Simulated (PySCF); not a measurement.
ClHMoOS₂, multiplicity 1. Atoms are numbered in the order given.

```xyz
6

Mo     0.1840     0.0610    -0.1453
O      1.2811     0.2917    -1.3856
S      1.2201    -0.3312     1.6612
Cl    -1.1583     1.8824     0.1085
S     -1.0242    -1.8413    -0.7353
H     -1.4195    -2.1364     0.5282
```
Charge 0, spin multiplicity 1.

The structure is a stationary point at B3LYP-D3(BJ)/def2-SVP. The multiplicity is an assumed one; no other spin state was optimised. The structure was generated by enumeration; whether it is a known compound was not checked. The def2 effective core potentials stand for the cores of Mo; spin–orbit coupling is left out. One conformer was computed; it need not be the lowest.

Method: M06-2X/def2-TZVP in PySCF.

ESP charges are fitted to the potential on shells at 1.4 to 2.0 van der Waals radii. Atomic charges (e):

```tsv
atom	ESP fit	Löwdin
Mo1	0.35	-0.20
O2	-0.18	-0.24
S3	-0.10	0.17
Cl4	-0.11	0.07
S5	-0.13	0.13
H6	0.16	0.07
```
